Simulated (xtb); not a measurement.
C$_{2}$H$_{5}$Si, quartet, geometry from GFN2-xTB of the parent state; GFN1-xTB in xtb 6.7.1.

The xtb input:
```
$ xtb mol.xyz --gfn 1 --chrg 0 --uhf 3 --json

# file mol.xyz
8

C      1.61953144     0.05803377    -0.23682467
Si     0.02757061    -0.31501688     0.47248309
C     -1.50296767     0.33793466    -0.46954040
H      2.49596000    -0.47529916     0.10355807
H      1.84054048     1.09295016    -0.47418082
H     -1.25694284     1.27314064    -0.96834207
H     -1.81688614    -0.37491229    -1.22837557
H     -2.34804259     0.51854633     0.19076750
```

Problem. Predict the main parts of the log of this xtb run.

Solution. 
```
   ID    Z sym.   atoms
    1    6 C      1, 3
    2   14 Si     2
    3    1 H      4-8

           -------------------------------------------------
          |                Calculation Setup                |
           -------------------------------------------------

           -------------------------------------------------
          |                 G F N 1 - x T B                 |
           -------------------------------------------------

          ...................................................
          :                      SETUP                      :
          :.................................................:
          :  # basis functions                  28          :
          :  # atomic orbitals                  27          :
          :  # shells                           17          :
          :  # electrons                        17          :
          :  # halogen bonds                     0          :
          :  max. iterations                   250          :
          :  Hamiltonian                  GFN1-xTB          :
          :  restarted?                      false          :
          :  GBSA solvation                  false          :
          :  PC potential                    false          :
          :  electronic temp.          300.0000000     K    :
          :  accuracy                    1.0000000          :
          :  -> integral cutoff          0.2500000E+02      :
          :  -> integral neglect         0.1000000E-07      :
          :  -> SCF convergence          0.1000000E-05 Eh   :
          :  -> wf. convergence          0.2000000E-04 e    :
          :  Broyden damping             0.4000000          :
          :  net charge                          0          :
          :  unpaired electrons                  3          :
          ...................................................

 iter      E             dE          RMSdq      gap      omega  full diag
   1     -8.5922340 -0.859223E+01  0.733E+00    2.26       0.0  T
   2     -8.6067566 -0.145227E-01  0.444E+00    2.24       1.0  T
   3     -8.6073474 -0.590764E-03  0.625E-01    2.19       1.0  T
   4     -8.6076271 -0.279642E-03  0.936E-02    2.20       1.0  T
   5     -8.6076453 -0.181953E-04  0.930E-03    2.20       3.8  T
   6     -8.6076454 -0.115591E-06  0.303E-03    2.21      11.7  T
   7     -8.6076454 -0.146053E-08  0.607E-04    2.21      58.2  T
   8     -8.6076454 -0.574062E-09  0.180E-04    2.21     196.0  T
[...]
         :: total energy              -8.489020654508 Eh    ::
[...]
        18                         -0.0172258              -0.4687
        19                          0.0229956               0.6257
        20                          0.0464624               1.2643
        21                          0.2830576               7.7024
       ...                                ...                  ...
        27                          0.9406155              25.5955
      -------------------------------------------------------------
                  HL-Gap            0.0810490 Eh            2.2055 eV
             Fermi-level           -0.3213558 Eh           -8.7445 eV

  Mulliken/CM5 charges         n(s)   n(p)   n(d)
     1C    -0.07010 -0.12286   1.110  2.960  0.000
     2Si   -0.04532 -0.15467   1.517  2.088  0.440
     3C    -0.12975 -0.24150   1.017  3.113  0.000
     4H     0.05264  0.10797   0.947  0.000  0.000
     5H     0.05140  0.10671   0.949  0.000  0.000
     6H     0.05028  0.10500   0.950  0.000  0.000
     7H     0.04489  0.09937   0.955  0.000  0.000
     8H     0.04595  0.09999   0.954  0.000  0.000

Wiberg/Mayer (AO) data.
largest (>0.10) Wiberg bond orders for each atom

 ---------------------------------------------------------------------------
     #   Z sym  total        # sym  WBO       # sym  WBO       # sym  WBO
 ---------------------------------------------------------------------------
     1   6 C    3.194 --     2 Si   1.215     4 H    0.952     5 H    0.944
     2  14 Si   2.558 --     1 C    1.215     3 C    1.040
     3   6 C    3.951 --     2 Si   1.040     8 H    0.949     7 H    0.942
                             6 H    0.938
     4   1 H    1.010 --     1 C    0.952
     5   1 H    1.015 --     1 C    0.944
     6   1 H    1.009 --     3 C    0.938
     7   1 H    1.018 --     3 C    0.942
     8   1 H    1.016 --     3 C    0.949
 ---------------------------------------------------------------------------

Topologies differ in total number of bonds
Writing topology from bond orders to xtbtopo.mol

 dipole moment from electron density (au)
     X       Y       Z
   0.2922   0.3165  -0.3375  total (Debye):    1.391

           -------------------------------------------------
          | TOTAL ENERGY               -8.489020654508 Eh   |
          | GRADIENT NORM               0.074115241835 Eh/α |
          | HOMO-LUMO GAP               2.205455124755 eV   |
           -------------------------------------------------

normal termination of xtb
```
